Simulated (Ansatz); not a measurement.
Relaxation of CH$_{5}$BO$_{2}$ (9 atoms, charge 0, multiplicity 1), to a largest force component of 0.015 eV/Å in at most 40 steps.

Level of theory: RKS revPBE-D4/def2-SVP (Ansatz).

```xyz
9
Properties=species:S:1:pos:R:3
B 0.655 0.921 -0.768
C -0.221 -0.130 0.023
O 0.420 -1.353 -0.080
O -0.242 0.279 1.362
H 0.800 0.818 -1.955
H 1.026 1.942 -0.234
H -1.203 -0.196 -0.434
H -0.145 -2.030 0.246
H -1.000 -0.298 1.823
```

Question: Where does it end, and by what steps?

Answer: The run converged. After 20 steps the energy has fallen by 0.808 eV; H8 moved furthest, 1.22 Å. Joined: B1–O3 (2.39 → 1.65 Å).

```tsv
step	energy less start (eV)	largest force component (eV/Å)	accepted
0	0.0000	2.895	yes
1	-0.2545	1.003	yes
2	-0.3210	0.249	yes
3	-0.3252	0.123	yes
4	-0.3300	0.205	yes
5	-0.3311	0.548	yes
6	-0.3837	0.322	yes
7	-0.4180	0.843	yes
8	-0.4563	0.621	yes
9	-0.5203	0.600	yes
10	-0.6134	0.807	yes
11	-0.7192	0.692	yes
12	-0.7347	1.645	yes
13	-0.5143	1.977	no
14	-0.7962	0.853	yes
15	-0.8015	0.195	yes
16	-0.7704	0.379	no
17	-0.8059	0.098	yes
18	-0.8051	0.095	no
19	-0.8075	0.023	yes
20	-0.8075	0.012	yes
```

```xyz
9
Properties=species:S:1:pos:R:3
B 0.662 0.567 -0.694
C -0.545 0.130 0.206
O 0.747 -0.932 -0.011
O -0.638 0.500 1.496
H 0.536 0.507 -1.908
H 1.495 1.302 -0.200
H -1.415 -0.438 -0.188
H 0.468 -1.568 -0.701
H -1.221 -0.116 1.983
```

Whether the end is a true minimum wasn't checked by a vibrational analysis.

Time of the run: 83 s on 1 thread of Intel(R) Xeon(R) Processor @ 2.50GHz (Skylake/Cascade Lake) (shared host), peak memory 0.15 GiB.
